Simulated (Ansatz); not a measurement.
CH5Ga⁺, that is GaH2Me with one electron fewer. Charge 1, multiplicity 2. Geometry PBE0-D4/def2-TZVP, that of the neutral singlet; atoms count from 1.

```xyz
7

Ga   -0.9501   -0.4533    0.1346
H    -1.0543   -1.9416    0.6363
H    -2.2760    0.3558   -0.1190
C     0.8079    0.3838   -0.1400
H     1.1629    0.7812    0.8166
H     0.7609    1.2147   -0.8452
H     1.5486   -0.3406   -0.4835
```

Problem. Estimate the Mulliken populations from the PBE0/def2-TZVP orbitals of Ansatz.

Solution. 
```
atom  charge (e)  spin (α − β)
 Ga1        0.47          0.19
  H2        0.08          0.11
  H3        0.08          0.11
  C4       -0.35          0.58
  H5        0.24          0.01
  H6        0.24          0.00
  H7        0.24          0.00
```
Mulliken values and Mayer orders depend strongly on the basis.

Problem. Where does the spin sit?

Solution. Summed by element: Ga 0.19, H 0.23, C 0.58, of 1 unpaired in all. Largest on single atoms: C4 0.58, Ga1 0.19, H3 0.11.

Problem. And the Mayer bond orders between bonded heavy atoms (over 0.3)?

Solution. Ga1–C4 0.67 (1.97 Å).
